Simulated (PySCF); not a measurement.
**Spinor energies of Al⁺ (aluminium, charge +1)**

Start: [Ne] 3s2. Calculated with PySCF 2.14 in x2c-SVPall-2c with one added diffuse shell each of s, p type (5s5p1d, 25 functions): generalised Hartree-Fock with the X2C-1e Hamiltonian and a Gaussian nucleus; one run each with spin-orbit coupling (SO) switched off, then screened by Boettger's factors.

```csv
spinor shell,electrons,"ε, spin-free (eV)","ε, screened SO (eV)",weight of nominal j (screened SO),"rms radius, screened SO (bohr)"
1s1/2,2,-1602.7,-1602.7,1.000,0.139
2s1/2,2,-142.34,-142.34,1.000,0.676
2p1/2,2,-95.777,-96.098,1.000,0.673
2p3/2,4,-95.777,-95.618,1.000,0.675
3s1/2,2,-17.701,-17.701,1.000,2.62
```

```
   quantity   spin-free  screened SO
E (hartree)  -242.01526   -242.01535
        M_J           0            0
       ⟨J²⟩       0.000        0.000
       ⟨L²⟩       0.000        0.000
       ⟨S²⟩       0.000        0.000
```

Without spin-orbit coupling the j labels of p, d and f shells carry no meaning; the spin-free column gives the mean over the occupied spinors of each nl shell.
